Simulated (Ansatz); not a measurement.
One change: `[NH2][Zn][O]CF` becomes `OBOCF`.

Ansatz, PBE0-D4/def2-TZVP geometries, multiplicity 1. Each molecule was computed in one conformer, which needn't be the lowest.

Scalar relativity is left out up to krypton.

```tsv
property	`[NH2][Zn][O]CF`
LUMO energy (ωB97M-V/def2-TZVPP) / eV	0.96
HOMO–LUMO gap (B3LYP/def2-TZVPP) / eV	6.02
zero-point energy (PBE0-D4/def2-TZVP) / kJ/mol	155.2
LUMO energy (PBE/def2-TZVPP) / eV	-1.38
HOMO energy (B3LYP/def2-TZVPP) / eV	-6.87
size of the dipole moment (B3LYP/def2-TZVPP) / D	1.06
```

Problem. Give the same properties after the change, and the shifts. (Best estimate.)

Solution. Computed: 
| property | `OBOCF` | shift |
| --- | --- | --- |
| LUMO energy (ωB97M-V/def2-TZVPP) / eV | 2.29 | 1.33 |
| HOMO–LUMO gap (B3LYP/def2-TZVPP) / eV | 9.42 | 3.40 |
| zero-point energy (PBE0-D4/def2-TZVP) / kJ/mol | 168.7 | 13.5 |
| LUMO energy (PBE/def2-TZVPP) / eV | -0.47 | 0.91 |
| HOMO energy (B3LYP/def2-TZVPP) / eV | -9.18 | -2.31 |
| size of the dipole moment (B3LYP/def2-TZVPP) / D | 1.72 | 0.66 |

With PBE0 the HOMO falls by 2.30 eV and the LUMO rises by 1.04 eV, so the gap widens by about 3.34 eV. PBE moves the HOMO by -2.02 eV and ωB97M-V by -2.35 eV. Dipoles are sizes alone; their direction can turn.

B3LYP here is the variant with VWN-RPA as its local correlation; programs differ in this.
